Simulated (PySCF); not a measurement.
Gas-phase reaction: borazine + 6 H ⇌ 3 H₂BNH₂

Method: PySCF energies plus ideal-gas RRHO corrections (1 bar). † marks an energy on the PBE0/def2-TZVP geometry and frequencies. MP2 freezes the core. Open shells (unrestricted): H (multiplicity 2); the rest are closed-shell singlets. H₂BNH₂: computed as isolated molecules; such fragments, hydroxides, amides, oligomers or adducts are transient or little studied in the gas. MP2 isn't extrapolated to the basis-set limit.

MP2/def2-SVP† gives ΔH°(298 K) = -900 kJ.

Task: What do LDA/def2-TZVP†, ωB97X-V/def2-TZVP†, PBE/def2-TZVP† give?

Result: LDA/def2-TZVP†: -1094 kJ; ωB97X-V/def2-TZVP†: -1046 kJ; PBE/def2-TZVP†: -1014 kJ. For scale, ΔH°(298 K) is -900 kJ at this level, -1048 kJ at ωB97M-V/def2-TZVP†, and runs from -1358 to -735 kJ over the 18 levels computed.
